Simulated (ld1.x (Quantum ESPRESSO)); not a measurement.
**Pseudopotential generation for tungsten: PAW, PBEsol, fully relativistic.**

```
Element                 : tungsten (W)
Generator               : ld1.x (Quantum ESPRESSO) 7.5
Type                    : PAW
Functional              : PBEsol
Relativity              : fully relativistic
Frozen core             : [Xe] 4f14
Valence charge          : 6
Reference configuration : 5d4.5 6s1.5 6p0
Partial waves           : 6s (bound): rcut 2.00, rcutus 2.70 bohr; 6s channel at 0.25 Ry: rcut 2.00, rcutus 2.70 bohr; 6p (bound, empty): rcut 2.50, rcutus 3.05 bohr; 6p channel at 2.5 Ry: rcut 2.50, rcutus 3.05 bohr; 5d (bound): rcut 2.40, rcutus 2.80 bohr; 5d channel at 0.2 Ry: rcut 2.40, rcutus 2.80 bohr
Local potential         : all-electron potential smoothed inside 2.45 bohr (lloc = -1)
Core correction         : Bessel-smoothed model core, default radius (core density twice the valence density)
Augmentation charge     : BESSEL, radius 1.95 bohr
```

Open shells are filled in proportion to 2j + 1 (rel_dist='average').

All-electron outer shells of the reference configuration (PBEsol, scalar-relativistic, ld1.x):

```json
{"shell": "5p", "level (eV)": "-42.28", "outermost node (bohr)": "0.57", "outermost maximum (bohr)": "1.09"}
{"shell": "4f", "level (eV)": "-32.20", "outermost node (bohr)": "–", "outermost maximum (bohr)": "0.43"}
{"shell": "6s", "level (eV)": "-5.45", "outermost node (bohr)": "1.28", "outermost maximum (bohr)": "2.67"}
{"shell": "5d", "level (eV)": "-3.89", "outermost node (bohr)": "0.63", "outermost maximum (bohr)": "1.50"}
{"shell": "6p", "level (eV)": "-1.21", "outermost node (bohr)": "1.54", "outermost maximum (bohr)": "3.79"}
```

Results:

* Largest excitation error: -68 meV (all-electron minus pseudo) for 5d3 6s2 6p1, out of 7 test configurations

The ghost test of this file was not conclusive.

Generation and tests took about 3.4 s on one core of a shared server CPU.
